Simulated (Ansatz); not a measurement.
Species: C₄H₁₃NSi, net charge 0, singlet state. SMILES: C(CC[SiH3])CN
Geometry from a B3LYP-D3(BJ)/def2-TZVP (Ansatz, an electronic-structure program) optimisation:
```
C
H 1 1.0952
H 1 1.0952 2 105.96
C 1 1.5270 2 109.33 3 117.39
H 4 1.0935 1 110.02 2 -179.21
H 4 1.0965 5 106.40 1 118.10
C 4 1.5226 5 108.72 6 117.48
H 7 1.0938 4 109.18 5 62.73
H 7 1.1011 8 106.59 4 -117.57
N 7 1.4641 8 107.70 9 -122.14
H 10 1.0131 7 110.89 8 58.54
H 10 1.0141 11 106.92 7 -120.37
C 1 1.5333 2 109.52 3 -118.03
H 13 1.0950 1 109.90 2 179.84
H 13 1.0951 14 105.96 1 -118.72
Si 13 1.8802 14 108.44 15 -116.20
H 16 1.4837 13 110.93 14 57.39
H 16 1.4844 17 108.51 13 121.41
H 16 1.4846 17 108.48 18 117.23
```
Charge 0, spin multiplicity 1.

Quantity: vertical triplet-singlet gap (E(triplet) - E(singlet); each state is the SCF solution reached for its spin), in eV. Correlated levels leave the core frozen unless marked. Open shells are spin-unrestricted. No spin-orbit coupling. Non-relativistic. 

| level | program | vertical triplet-singlet gap (eV) |
|---|---|---|
| HF/aug-cc-pV(D+d)Z | Ansatz | 4.84 |
| HF/aug-cc-pV(T+d)Z | Ansatz | 4.83 |
| SVWN5/def2-TZVPD | Ansatz | 5.56 |
| PBE/def2-TZVPD | Ansatz | 5.52 |
| r2SCAN/def2-TZVPD | Ansatz | 5.59 |
| B3LYP/def2-TZVPD | Ansatz | 5.72 |
| PBE0/def2-TZVPD | Ansatz | 5.70 |
| BHLYP/def2-TZVPD | Ansatz | 5.78 |
| CAM-B3LYP/def2-TZVPD | Ansatz | 5.88 |
| wB97M-V/def2-TZVPD | Ansatz | 6.04 |
| wB97X-V/def2-TZVPD | Ansatz | 6.11 |
| B2PLYP/def2-TZVPD | Ansatz | 5.88 |
| MP2/aug-cc-pV(D+d)Z | Ansatz | 5.89 |
| RI-MP2/aug-cc-pV(T+d)Z | Ansatz | 6.03 |
| SCS-MP2/aug-cc-pV(D+d)Z | Ansatz | 5.92 |
| CCSD/aug-cc-pV(D+d)Z | Ansatz | 5.65 |
| CCSD(T)/aug-cc-pV(D+d)Z | Ansatz | 5.67 |
